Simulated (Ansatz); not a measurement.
Single points on Li2Al2⁺.

```yaml
crystal:
  periodic: [false, false, false]
  atoms:
    - {symbol: Al, position_ang: [-1.432213, 0.177066, 0.677296]}
    - {symbol: Al, position_ang: [0.034818, -0.517551, -1.507629]}
    - {symbol: Li, position_ang: [0.625567, 2.038824, -0.227977]}
    - {symbol: Li, position_ang: [0.771828, -1.698338, 1.058309]}
basis:
  gaussian: {orbitals: def2-TZVP, initial_orbitals: start.molden}
total_charge: 1
magnetization: {spin_polarized: true, initial_magnetization: 3}
hamiltonian: {xc: r2scan, dispersion: d4}
scf: {omitted_lower_state_checks: [starts]}
output: {orbitals: {seedname: orbitals}}
```

The file start.molden holds the orbitals of an earlier run on this structure, at another level or in another basis.

```sh
$ ansatz run in.yaml --threads 4 --pin off --events-out ev --progress --plain --max-ram 3916MiB
```

It prints (some lines left out):

```
Functional definition: r2SCAN
776 factors; their error is unknown
mean field evaluation 1: about -13594.5732 eV, gradient 4.1e0 eV
mean field evaluation 2: about -13594.6044 eV, gradient 5.3e-2 eV
mean field evaluation 4: about -13594.5963 eV, gradient 1.9e-4 eV
mean field -13594.59632234 eV, -499.5922000978 hartree, gradient 1.7e-5 eV, S^2 3.756518; 0 other end points of the search recorded, 0 dependent functions left out
reference -13594.59635003 eV, -499.5922011151 hartree; 17, 14 occupied and 85, 88 virtual orbitals, 776 factors
Total energy: -13594.61065415 eV, -499.5927267819 hartree
Checks for a lower state left out: starts
```

Run time 3.2 s (4 threads of Arm Neoverse V1 on a shared host).

As the first input, with `gaussian: {orbitals: 6-31G}`, `hamiltonian: {xc: hf}` (abridged; 0.2 s):

```
Functional definition: HF
mean field -13564.10818871 eV, -498.4717818525 hartree, gradient 1.4e-5 eV, S^2 3.802893
Total energy: -13564.10818871 eV, -498.4717818525 hartree
Checks for a lower state left out: starts
```

The first input with `hamiltonian: {xc: {text: "exchange = 0.85*pbe_x + 0.15*exact_x\ncorrelation = pbe_c"}}` (abridged; 1.4 s):

```
Functional definition: unnamed
mean field -13588.62300031 eV, -499.3726845619 hartree, gradient 8.5e-6 eV, S^2 3.753864
Total energy: -13588.62305251 eV, -499.3726864801 hartree
Checks for a lower state left out: starts
```

As the first input, with `hamiltonian: {xc: {name: B3LYP}, dispersion: d4}` (abridged; 1.5 s):

```
Functional definition: B3LYP
mean field -13597.60507434 eV, -499.7027696941 hartree, gradient 1.1e-5 eV, S^2 3.753299
Total energy: -13597.74240871 eV, -499.7078166394 hartree
Checks for a lower state left out: starts
```

Geometry: PBE-D4/def2-TZVP.

B3LYP takes the VWN-RPA correlation. The order of the spin states hangs on the level: the doublet lies 0.34 eV below the quartet at PBE0-D4/def2-TZVP, but 0.23 eV above it at HF/6-31G. The doublet is doubtful at HF/6-31G (⟨S²⟩ 1.27, where a pure state has 0.75). Another isomer (doublet) lies 0.10 eV lower at PBE0-D4/def2-TZVP.
